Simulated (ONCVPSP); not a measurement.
Potentials for Co (Z = 27) compared

Generated with ld1.x 7.5 (TM, RRKJ, ultrasoft, PAW), atompaw 4.2 or ONCVPSP 4.0.1. The cutoff is in Ry: for ld1.x and atompaw files where the sum of valence levels is converged to 10 mRy in a Bessel basis, for ONCV files where the hardest occupied wave has 1 mHa per electron of residual kinetic energy. The error is the largest all-electron minus pseudo excitation energy over each file’s own four to seven test configurations (ionisations up to +4, promotions, holes and added fractions of an electron), all of which were solved. The labels leave out finer settings (local radius, basis sizes, second energies), which also bear on the numbers. Spin-polarised tests are not counted. The rows are a selection from randomly drawn settings: files with unsolved tests, undetermined cutoffs or missed reference levels are left out.

A true bound ghost makes a file unfit for plane-wave use even where its test errors are small: the radial tests pick states by their node count and pass the ghost by.

| potential | cutoff (Ry) | largest error (meV) | bound ghosts |
| --- | --- | --- | --- |
| ONCV, PBEsol, scalar-relativistic, rc 1.35/0.80/1.30 (spd), local smoothed, core correction yes, reference 3s2 3p6 3d8 4s1, qcut 7.4/9.3/11.1, projectors 3/1/3 | 343 | +11 | none |
| ONCV, Wu-Cohen, scalar-relativistic, rc 1.55/0.85/1.65 (spd), local smoothed, core correction yes, reference 3s2 3p6 3d7.5 4s1.5, qcut 8.4/11/8.4, projectors 2/1/1 | 185 | -373 | none |
| ONCV, BLYP, scalar-relativistic, rc 1.15/0.90/1.30 (spd), local smoothed, core correction no, reference 3s2 3p6 3d6, qcut 10.3/13.1/14.5, projectors 1/2/2 | 140 | +346 | none |
| ONCV, PBEsol, scalar-relativistic, rc 1.20/0.85/1.35 (spd), local smoothed, core correction yes, reference 3s2 3p6 3d7 4s2, qcut 12.8/11.3/11.5, projectors 3/3/2 | 111 | +3.8 | none |
| ONCV, PBE, scalar-relativistic, rc 2.30/3.25/1.60 (spd), local d, core correction yes, reference 3d7 4s1.5 4p0.5, qcut 3.1/2.8/11.1, projectors 1/1/0 | 88 | +53 | s, p |
| ONCV, PBE, scalar-relativistic, rc 1.30/1.15/0.85 (spd), local d, core correction yes, reference 3s2 3p6 3d7 4s1, qcut 7/10.2/11.9, projectors 2/1/0 | 724 | -12 | none |
| ONCV, PBE, scalar-relativistic, rc 1.00/1.30/1.55 (spd), local smoothed, core correction yes, reference 3s2 3p6 3d7 4s2, qcut 15.7/9.7/9.1, projectors 2/2/2 | 147 | +33 | none |

(1) Fill in the row for Co: ONCV, PBEsol, scalar-relativistic, rc 2.50/1.90/1.10 (spd), local smoothed, core correction yes, reference 3d7 4s2, qcut 2.8/4.2/13.6, projectors 2/2/1.

(2) Fill in the row for Co: ONCV, PBEsol, scalar-relativistic, rc 1.05/1.20/1.75 (spd), local smoothed, core correction yes, reference 3s2 3p6 3d8 4s1, qcut 10.6/9.9/7.5, projectors 2/2/1.

Answers

(1) cutoff 148 Ry, largest error -220 meV, bound ghosts: s.

(2) cutoff 86 Ry, largest error +53 meV, bound ghosts: none.
